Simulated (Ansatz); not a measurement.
Sn(CF3)4 (SnC4F12). The state is a triplet with charge 0. Geometry r2SCAN-D4/def2-SVP, that of the neutral singlet; atoms count from 1.

Cartesian coordinates in Å:
```
Sn 0.0010 -0.0002 -0.0001
C -1.4005 0.2369 -1.6874
F -2.4761 -0.5516 -1.5333
F -0.8145 -0.0889 -2.8503
F -1.8300 1.5049 -1.7834
C 1.5957 1.5176 -0.1442
F 2.1619 1.5085 -1.3609
F 2.5607 1.2899 0.7605
F 1.1089 2.7490 0.0744
C 0.8927 -2.0171 -0.0697
F -0.0578 -2.9602 -0.1630
F 1.6119 -2.2651 1.0360
F 1.7073 -2.1475 -1.1284
C -1.0869 0.2625 1.9013
F -1.7893 1.4065 1.8990
F -0.2388 0.3023 2.9406
F -1.9461 -0.7475 2.1089
```

In the def2 sets Sn takes a core potential; there is no spin–orbit coupling. At PBE0-D4/def2-SVP a singlet of charge 0 lies 6.13 eV below the triplet at the same geometry.

Estimate the Mulliken populations from the PBE0/def2-SVP orbitals of Ansatz.


| atom | charge (e) | spin (α − β) |
| --- | --- | --- |
| Sn1 | 0.29 | 0.79 |
| C2 | 0.39 | 0.11 |
| F3 | -0.18 | 0.03 |
| F4 | -0.18 | 0.01 |
| F5 | -0.18 | 0.00 |
| C6 | 0.58 | 0.53 |
| F7 | -0.14 | 0.08 |
| F8 | -0.14 | 0.08 |
| F9 | -0.14 | 0.08 |
| C10 | 0.39 | 0.11 |
| F11 | -0.18 | 0.03 |
| F12 | -0.18 | 0.01 |
| F13 | -0.18 | 0.00 |
| C14 | 0.39 | 0.11 |
| F15 | -0.18 | 0.01 |
| F16 | -0.18 | 0.00 |
| F17 | -0.18 | 0.03 |
Mulliken values depend strongly on the basis.

Where does the spin sit?

Summed by element: Sn 0.79, C 0.87, F 0.34, of 2 unpaired in all. Largest on single atoms: Sn1 0.79, C6 0.53, C10 0.11.

And the Mayer bond orders between heavy atoms (over 0.3)?

Sn1–C2 0.73 (2.21 Å); Sn1–C10 0.73 (2.21 Å); Sn1–C14 0.73 (2.21 Å); C2–F3 1.04 (1.34 Å); C2–F4 1.05 (1.34 Å); C2–F5 1.05 (1.34 Å); C6–F7 1.10 (1.34 Å); C6–F8 1.10 (1.34 Å); C6–F9 1.10 (1.34 Å); C10–F11 1.04 (1.34 Å); C10–F12 1.05 (1.34 Å); C10–F13 1.05 (1.34 Å); C14–F15 1.05 (1.34 Å); C14–F16 1.05 (1.34 Å); C14–F17 1.04 (1.34 Å).
